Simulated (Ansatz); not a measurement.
```yaml
crystal:
  periodic: [false, false, false]
  atoms:
    - {symbol: Mg, position_ang: [-0.534484, 0.280115, 1.460598]}
    - {symbol: Mg, position_ang: [-0.696561, -2.638660, 1.228153]}
    - {symbol: Mg, position_ang: [0.846318, -1.377251, -0.305412]}
    - {symbol: Mg, position_ang: [0.033911, 1.255513, -0.857443]}
    - {symbol: H, position_ang: [-0.546703, 2.111248, -2.975474]}
    - {symbol: H, position_ang: [-1.208986, -0.929458, 2.058196]}
    - {symbol: H, position_ang: [-0.687658, -0.812859, -0.454821]}
    - {symbol: H, position_ang: [1.278729, -0.618771, 1.238227]}
    - {symbol: H, position_ang: [-0.411298, 1.852758, 0.220083]}
    - {symbol: H, position_ang: [1.631421, -0.058258, -1.531609]}
basis:
  gaussian: {orbitals: STO-3G}
hamiltonian: {xc: {name: B3LYP}}
output: {forces: true}
```

```sh
$ ansatz run in.yaml --threads 4 --pin off --events-out ev --progress --plain --max-ram 3916MiB
```

It prints (some lines left out):

```
Functional definition: B3LYP
406 factors; integrals over basis functions are off by at most 7.4e-4 eV
mean field evaluation 1: about -21588.9005 eV, gradient 3.3e1 eV
mean field evaluation 2: about -21573.6933 eV, gradient 4.4e1 eV
mean field evaluation 4: about -21593.8677 eV, gradient 2.5e0 eV
mean field evaluation 8: about -21594.2376 eV, gradient 7.8e-1 eV
mean field evaluation 16: about -21594.2411 eV, gradient 4.1e-5 eV
mean field -21594.24105287 eV, -793.5737215906 hartree, gradient 4.9e-5 eV, S^2 0.000000; 0 other end points of the search recorded, 0 dependent functions left out
reference -21594.24127910 eV, -793.5737299045 hartree; 27, 27 occupied and 15, 15 virtual orbitals, 406 factors
Total energy: -21594.24127910 eV, -793.5737299045 hartree
Atom 0 at    -0.534484     0.280115     1.460598 Å, force     2.588754     0.550715    -2.392164 eV/Å
Atom 1 at    -0.696561    -2.638660     1.228153 Å, force     0.612470     0.009248    -0.398649 eV/Å
Atom 2 at     0.846318    -1.377251    -0.305412 Å, force     1.167249     1.763187    -0.304076 eV/Å
Atom 3 at     0.033911     1.255513    -0.857443 Å, force     2.635149    -3.799102   -12.474619 eV/Å
Atom 4 at    -0.546703     2.111248    -2.975474 Å, force     0.942900    -1.435574     3.743429 eV/Å
Atom 5 at    -1.208986    -0.929458     2.058196 Å, force    -1.300647    -1.596451     1.194977 eV/Å
Atom 6 at    -0.687658    -0.812859    -0.454821 Å, force    -0.800619     1.912032     0.547626 eV/Å
Atom 7 at     1.278729    -0.618771     1.238227 Å, force    -1.535451     0.712024    -0.069099 eV/Å
Atom 8 at    -0.411298     1.852758     0.220083 Å, force    -2.610096     2.728277     8.105015 eV/Å
Atom 9 at     1.631421    -0.058258    -1.531609 Å, force    -1.699709    -0.844356     2.047559 eV/Å
Dipole moment:    -0.212607    -1.136350     1.651843 e Å
```

It took 0.8 s on 4 threads of Arm Neoverse V1 on a shared host.

B3LYP takes the VWN-RPA correlation. The restricted singlet is unstable towards broken spin symmetry in Hartree–Fock (as tested in another run); at RKS B3LYP/STO-3G this wasn't settled.
